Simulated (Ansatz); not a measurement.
Species: Si2H3, charge 0, multiplicity 2. It need not be the lowest isomer of its formula. 
Coordinates optimised at B3LYP-D3(BJ)/def2-TZVP (Ansatz, an electronic-structure program):
SMILES: [SiH]=[SiH2]
```xyz
5

Si    -1.2264     0.1449    -0.1145
Si     1.0462    -0.0389     0.0964
H     -1.3325    -1.3477     0.1685
H      1.8899    -1.2636     0.0402
H      1.9663     1.1277     0.0447
```
Charge 0, spin multiplicity 2.

Property: vertical electron affinity (to the singlet state of charge -1; a negative value means that the extra electron is unbound and the number depends on the basis; each state is the SCF solution reached for its spin; the UHF <S^2> is 0.94 for the doublet (pure: 0.75); for the singlet the Hartree-Fock reference is unstable and T1 is 0.021; for the doublet T1 is 0.050), in eV. Valence correlation only, unless marked. Open shells are spin-unrestricted. No spin-orbit coupling. No relativistic terms. Anions need diffuse functions: aug- sets have them; def2-D sets add few. CBS marks a two-point X^-3 extrapolation of the correlation energy; Hartree-Fock from the larger set. The bracket is a focal-point correction in the basis named.

RI-MP2/CBS(aug-cc-pV(T+d)Z,aug-cc-pV(Q+d)Z)+[CCSD(T)-MP2]/aug-cc-pV(T+d)Z (Ansatz) gives 2.27 eV.

Problem. Another calculation gave 1.97 eV. Which level was it?
A) SVWN5/def2-TZVPD (Ansatz)
B) PBE0/def2-TZVPD (Ansatz)
C) BHLYP/def2-TZVPD (Ansatz)

Solution. B, PBE0/def2-TZVPD (Ansatz). The others give 2.27 (SVWN5), 1.74 (BHLYP) eV.
